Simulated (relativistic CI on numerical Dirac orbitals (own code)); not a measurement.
**Al11+: q coefficients**

Calculated at this level of theory: Dirac-Coulomb-Breit CI, separate exchange-only KLI orbitals for each configuration, derivatives by finite differences, unscaled Slater integrals, QED left out (own radial code, finite nucleus).

CI space: 1s2, 1s 2s, 1s 2p. Levels of other configurations are missing.

With x = (α/α₀)² − 1 an excitation energy changes as ω = ω₀ + qx; K = 2q/ω₀ is the relative enhancement. Terms are leading LS components, so labels can repeat.

Lowest level 1s2 1S_0.

| Level | ω₀ (cm⁻¹) | q (cm⁻¹) | K |
| --- | --- | --- | --- |
| 1s 2s 3S_1 | 12695735 | 19080 | 0.00301 |
| 1s 2p 3P°_0 | 12801202 | 22310 | 0.00349 |
| 1s 2p 3P°_1 | 12802437 | 23350 | 0.00365 |
| 1s 2p 3P°_2 | 12807526 | 28660 | 0.00448 |
| 1s 2s 1S_0 | 12810156 | 21190 | 0.00331 |
| 1s 2p 1P°_1 | 12888648 | 25910 | 0.00402 |

At this charge energies of transitions that change n are usually good to better than 1 %, and those within a shell (Δn = 0) to a few per cent.
